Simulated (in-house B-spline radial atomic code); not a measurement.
Inner levels of sulfur as electrons are removed. A shift is the extra binding of the orbital against the neutral atom ([Ne] 3s2 3p1/2(2) 3p3/2(2)). The density at the nucleus is averaged over the nuclear charge. Computed with a radial B-spline atomic code at the basis-set limit: Dirac-Hartree-Fock, jj configuration that fills j = l - 1/2 first, finite nuclei.

A number in brackets counts the electrons of a j subshell.

| ion | configuration | shift of 1s1/2 (eV) | radius of 1s1/2 (bohr) | Σ<r²> (bohr²) | change of density at nucleus (bohr⁻³) |
| --- | --- | --- | --- | --- | --- |
| S | [Ne] 3s2 3p1/2(2) 3p3/2(2) | 0 | 0.096725 | 29.313 | - |
| S+ | [Ne] 3s2 3p1/2(2) 3p3/2(1) | 11.985 | 0.096722 | 21.053 | 1.709 |
| S2+ | [Ne] 3s2 3p1/2(2) | 26.429 | 0.096717 | 15.159 | 3.9192 |
| S3+ | [Ne] 3s2 3p1/2(1) | 43.041 | 0.09671 | 10.587 | 6.551 |
| S4+ | [Ne] 3s2 | 61.9 | 0.096699 | 6.9817 | 9.6519 |
| S5+ | [Ne] 3s1 | 83.185 | 0.096699 | 4.276 | -1.176 |
| S6+ | [He] 2s2 2p6 | ? | ? | ? | ? |
| S7+ | [He] 2s2 2p1/2(2) 2p3/2(3) | 169.78 | 0.096588 | 1.6072 | -1.3485 |
| S8+ | [He] 2s2 2p1/2(2) 2p3/2(2) | 237.99 | 0.096459 | 1.3035 | 13.044 |
| S9+ | [He] 2s2 2p1/2(2) 2p3/2(1) | ? | ? | ? | ? |
| S10+ | [He] 2s2 2p1/2(2) | ? | ? | ? | ? |
| S11+ | [He] 2s2 2p1/2(1) | 469.6 | 0.09594 | 0.60335 | 63.422 |
| S12+ | [He] 2s2 | 555.86 | 0.09572 | 0.42369 | 82.641 |
| S13+ | [He] 2s1 | 633.48 | 0.095696 | 0.21621 | -46.448 |
| S14+ | 1s2 | 713.78 | 0.09558 | 0.024463 | -187.75 |
| S15+ | 1s1 | 982.69 | 0.093323 | 0.011625 | -1497.69 |

Question: Fill in the row of S6+.

Answer: shift of 1s1/2 (eV): 106.14; radius of 1s1/2 (bohr): 0.096697; Σ<r²> (bohr²): 1.9588; change of density at nucleus (bohr⁻³): -14.536.

Question: Fill in the row of S9+.

Answer: shift of 1s1/2 (eV): 310.72; radius of 1s1/2 (bohr): 0.096308; Σ<r²> (bohr²): 1.0392; change of density at nucleus (bohr⁻³): 28.654.

Question: Fill in the row of S10+.

Answer: shift of 1s1/2 (eV): 387.9; radius of 1s1/2 (bohr): 0.096136; Σ<r²> (bohr²): 0.80771; change of density at nucleus (bohr⁻³): 45.497.
